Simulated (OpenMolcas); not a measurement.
Computed levels of 4s2 4p2 in ions with 32 electrons, in cm-1 above 3P0.

```
Program             : OpenMolcas
Method              : SS-CASPT2, IPEA 0.25 Eh, imaginary shift 0.1 Eh
Basis               : ANO-RCC-VQZP
Scalar Hamiltonian  : DKH2, point nucleus
Spin-orbit coupling : state interaction with AMFI integrals over the reference wave functions, term energies averaged over their components
```

Active space for each ion: 4 electrons in 4 orbitals (4s 4p); closed shells correlated by CASPT2: 3d.

| Level | Ge | As+ | Br3+ | Kr4+ |
| --- | --- | --- | --- | --- |
| 3P1 | 487 | 932 | 2300 | 3320 |
| 3P2 | 1247 | 2240 | 5010 | 6860 |
| 1D2 | 7480 | 9520 | 15440 | 18760 |
| 1S0 | 16620 | 21270 | 32340 | 37890 |

**Question.** Estimate 3P2, 1D2, 1S0 for Se2+ from its neighbours As+ and Br3+.

**Answer.** 3P2 is fine structure, which grows about as the fourth power of a screened charge, so the fourth roots are averaged: ((2240^0.25 + 5010^0.25) / 2)^4 = 3418. The calculation gives 3490, so the estimate is off by -2.1 %; the measured value is 3937 (Moore, Atomic Energy Levels, vol. II, NSRDS-NBS 35 (1971 reprint of NBS Circular 467, 1952)).
1D2 is another term, which grows about linearly with the charge: (9520 + 15440) / 2 = 12480. The calculation gives 12360, so the estimate is off by +1.0 %; the measured value is 13032 (Moore, Atomic Energy Levels, vol. II, NSRDS-NBS 35 (1971 reprint of NBS Circular 467, 1952)).
1S0 is another term, which grows about linearly with the charge: (21270 + 32340) / 2 = 26805. The calculation gives 26850, so the estimate is off by -0.2 %.

Term energies are means over components that CASPT2 splits; among the terms shown or strongly mixed into the levels shown the widest spread is 10 cm-1 (4s2 4p2 1D, As+). Over all roots computed the reference weight is 0.87 to 0.95 in Ge, 0.85 to 0.98 in As+, 0.86 to 0.98 in Se2+, 0.86 to 0.98 in Br3+, 0.87 to 0.98 in Kr4+; the roots of lowest weight are the least certain, and an intruder state may touch them. Measured partners are found by configuration, term and J. A level has none where our copy of the source lacks it or the pairing is in doubt (some pairs that miss far off the trend of their configuration count as doubtful), and it then counts in no deviation. Only configurations of the active space appear.
